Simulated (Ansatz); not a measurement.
Harmonic frequencies (cm⁻¹) at PBE0-D4/def2-TZVP from Ansatz: 126, 136, 507, 563, 611, 890, 928, 942, 1003, 1236, 1585, 2354, 2583, 2668, 3615.

Each molecule was computed in one conformer, which needn't be the lowest.

**Question.** Which molecule is it?
A. `BN=C=N`
B. `NB1C=N1`
C. `N=C1BN1`
D. `B1N[SiH2]1`

**Answer.** A.
